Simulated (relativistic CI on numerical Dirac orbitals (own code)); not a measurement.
Hf4+: 4d photoemission

Computed with this model: Dirac-Coulomb-Breit CI, KLI orbitals optimised for each configuration, model QED, multiplet model of photoemission in the sudden approximation, unscaled Slater integrals; configurations [Xe] 4f14 → [Kr] 4d9 4f14 5s2 5p6; 80 K; Lorentzian 3.5 eV and Gaussian 0.6 eV FWHM. Energies are those of the free ion, without screening or charge transfer. The energies are binding energies and can lie tens of eV above those of solids. S is read from ⟨S²⟩ = S(S + 1).

Computed curve for free ion, scaled to 100 at the maximum (points under 2 are left out and the grid is thinned):

```csv
Energy (eV),Intensity
252.4,2.0
253.2,2.3
253.6,2.4
254.4,2.7
254.8,2.9
255.6,3.4
256.0,3.6
256.8,4.2
257.2,4.6
258.0,5.4
258.4,6.0
259.2,7.3
259.6,8.2
260.4,10.4
260.8,11.9
261.6,15.9
262.0,18.7
262.8,26.8
263.2,32.7
264.0,50.4
264.8,76.9
265.2,90.5
266.0,100.0
266.4,92.0
267.2,65.1
267.6,52.7
268.4,35.2
268.8,29.5
269.6,22.1
270.0,19.7
270.8,17.0
271.2,16.3
272.0,16.4
272.4,17.1
273.2,20.1
273.6,22.8
274.4,31.5
274.8,38.2
275.6,55.6
276.0,63.9
276.8,67.2
277.6,51.3
278.0,41.9
278.8,27.2
279.2,22.2
280.0,15.3
280.4,13.0
281.2,9.7
281.6,8.5
282.4,6.6
282.8,6.0
283.6,4.9
284.0,4.4
284.8,3.8
285.2,3.5
286.0,3.0
286.4,2.8
287.2,2.4
287.6,2.3
288.4,2.0
```

The ground state has S = 0.00, and the centroid lies at 270.11 eV.
